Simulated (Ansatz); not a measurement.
Program: Ansatz. Geometries: PBE0-D4/def2-TZVP. ΔE: electronic, gas phase. CCSD(T)/CBS adds triple-zeta CCSD(T) − MP2 to the extrapolated MP2 energy (def2 sets, frozen cores). Functionals use def2-TZVPP. B3LYP here is the variant with VWN-RPA as its local correlation; programs differ in this. For Br outer-core shells are correlated without core-valence functions, which leaves a few kJ/mol of doubt a bond. Scalar relativity is left out up to krypton. Each species was taken in one conformer, which may not be the lowest.

`C=CO[SiH2]Br` → `Br[SiH]1CCO1`  (isomerisation)

`C=CO[SiH2]Br`:

```xyz
10

C     1.827   -0.980   -0.446
C     0.622   -0.439   -0.497
O    -0.100   -0.168    0.623
Si   -1.508    0.669    0.678
Br   -1.176    2.815    0.240
H     2.297   -1.220    0.500
H     2.358   -1.189   -1.363
H     0.140   -0.189   -1.441
H    -2.448    0.169   -0.351
H    -2.011    0.533    2.056
```

`Br[SiH]1CCO1`:

Z-matrix (Å, degrees):
```
Si
C 1 1.864
C 1 2.258 2 42.7
Br 1 2.216 2 116.5 3 111.0
O 1 1.655 2 82.7 3 -2.4
H 1 1.480 2 122.3 3 -117.2
H 2 1.090 1 116.0 3 113.1
H 2 1.088 1 117.5 3 -114.2
H 3 1.092 1 127.1 2 -94.7
H 3 1.092 1 122.7 2 97.1
```

| level | ΔE (kcal/mol) | difference from CCSD(T)/CBS |
| --- | --- | --- |
| PBE0-D4 | -10.9 | -3.0 |
| B3LYP-D4 | -4.7 | 3.2 |
| ωB97M-V | -9.0 | -1.1 |
| PBE | -8.9 | -1.0 |
| B3LYP | -3.9 | 4.0 |
| MP2/def2-TZVPP | -10.0 | -2.1 |
| SCS-MP2/def2-TZVPP | -7.9 | 0.0 |
| CCSD/def2-TZVPP | -7.6 | 0.3 |
| MP2/def2-QZVPP | -10.0 | -2.1 |
| CCSD/CBS(def2) | -7.7 | 0.2 |
| CCSD(T)/CBS | -7.9 | 0 |

Largest T1 diagnostic among the species: 0.010.

From PBE to PBE0 (25 % exact exchange), in def2-TZVPP and without D4, ΔE moves by −1.7 kcal/mol. The D4 term adds −0.7 kcal/mol with B3LYP and −0.3 kcal/mol with PBE0; it sums over pairs of atoms, weighted by their polarisabilities, and B3LYP, whose exchange is more repulsive, gets the larger term.

CCSD(T)/CBS has its own doubt, a few kJ/mol and more with outer-core shells, so smaller differences from it don't rank the levels.
